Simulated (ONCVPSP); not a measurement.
Varying the ONCV potential for mercury

Base potential:

| Quantity | Value |
| --- | --- |
| Element | mercury (Hg) |
| Generator | ONCVPSP 4.0.1 |
| Type | optimised norm-conserving Vanderbilt (ONCV) |
| Functional | LDA (Perdew-Wang 92) |
| Relativity | scalar-relativistic |
| Frozen core | [Kr] 4d10 4f14 |
| Valence charge | 20 |
| Reference configuration | 5s2 5p6 5d10 6s2 |
| Partial waves | 5s+6s: rc 1.60 bohr, ncon 4, nbas 7, qcut 7.1 1/bohr, 2 projectors; 5p: rc 1.10 bohr, ncon 4, nbas 8, qcut 7.4 1/bohr, 1 projector; 5d: rc 2.25 bohr, ncon 5, nbas 10, qcut 6.4 1/bohr, 2 projectors, debl 2.9 Ha |
| Local potential | polynomial inside 0.85 bohr (lpopt 1, dvloc0 1 Ha) |
| Core correction | polynomial model core, fcfact 0.35 |

All-electron outer shells of the reference configuration (LDA (PZ), scalar-relativistic, ld1.x):

```csv
shell,level (eV),outermost node (bohr),outermost maximum (bohr)
5s,-118.56,0.47,0.82
4f,-96.34,–,0.37
5p,-66.76,0.51,0.92
5d,-10.07,0.55,1.17
6s,-7.13,1.08,2.21
```

Cutoffs, loose and tight: the cutoffs (Ha) at which the residual kinetic energy of the hardest occupied pseudo-wave falls to 1 and 0.1 mHa per electron. They do not see the model core or the augmentation charge, which bear on the density cutoff. Test errors are all-electron minus pseudo excitation energies from the reference, over the configurations 5s2 5p6 5d10 6s1; 5s2 5p6 5d10 6s0; 5s2 5p6 5d9 6s0; 5s2 5p6 5d8 6s0. A dash means not determined; rows that change the core or the reference have their own tests.

A true bound ghost makes a file unfit for plane-wave use even where its test errors are small: the radial tests pick states by their node count and pass the ghost by.

```csv
change,outcome,"cutoff, loose","cutoff, tight",bound ghosts,GHOST(+) flags above zero,largest test error (meV)
base,generated,144 Ha,173 Ha,none,s,-30
d: rc 1.6,generated,144 Ha,173 Ha,none,s,-45
d: rc 1.74,generated,144 Ha,173 Ha,none,s,-42
d: rc 1.92,generated,144 Ha,173 Ha,d,s,-32
d: rc 2.14,generated,144 Ha,173 Ha,none,"s, d",-30
d: rc 2.32,generated,144 Ha,173 Ha,none,"s, d",-29
d: rc 2.56,generated,144 Ha,173 Ha,none,s,+86
d: rc 2.66,generated,144 Ha,173 Ha,none,"s, d",+122
d: rc 2.92,generated,144 Ha,173 Ha,none,"s, d",+260
d: rc 3.04,generated,144 Ha,173 Ha,none,"s, d",+346
```

(1) What comes out with this change to the base: d: rc 3.34?

Answers

(1) outcome: generated; cutoff, loose: 144 Ha; cutoff, tight: 173 Ha; bound ghosts: none; GHOST(+) flags above zero: s, d; largest test error (meV): +599.

Reading the sweep of the d radius (base included, trends over the rows without a ghost): The loose cutoff stays near 144 Ha. The median size of the test errors (rows with all tests solved) is not monotonic: lowest 12.5 meV at 2.25 bohr, highest 38.5 meV at 3.34 bohr. Bound ghosts are found at 1.92 bohr.
